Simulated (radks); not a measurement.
Values are calculated unless marked as measured or tabulated.
The tin ion Sn2+, [Kr] 4d10 5s2. Code: a radial shooting solver on a logarithmic mesh with Libxc functionals. Model: non-relativistic Kohn-Sham, exchange-only LDA, spin-polarised, spherical densities, point nucleus. Every spin shell is full or empty, so the densities are truly spherical. Functionals are evaluated on that one density, not self-consistently. Rank these orbital-free kinetic functionals by their error against the exact value of the orbitals, and give that value: Thomas-Fermi, von Weizsacker, TF + vW, TF + vW/9, TF + vW/5, LC94, APBEK, revAPBEK, Perdew 92, Thakkar, Pearson, LKT, PG1, DePristo-Kress.

Answer. Exact: 6014.47 hartree. From best to worst, with 100 (|E| - |E exact|)/|E exact| (equal figures are ties): LC94 +0.07, DePristo-Kress -0.09, APBEK +0.12, revAPBEK +0.30, Thakkar -0.57, Perdew 92 -0.67, TF + vW/9 -0.68, Pearson -0.92, TF + vW/5 +3.01, Thomas-Fermi -5.29, PG1 +15.06, LKT +19.17, TF + vW +36.24, von Weizsacker -58.47.
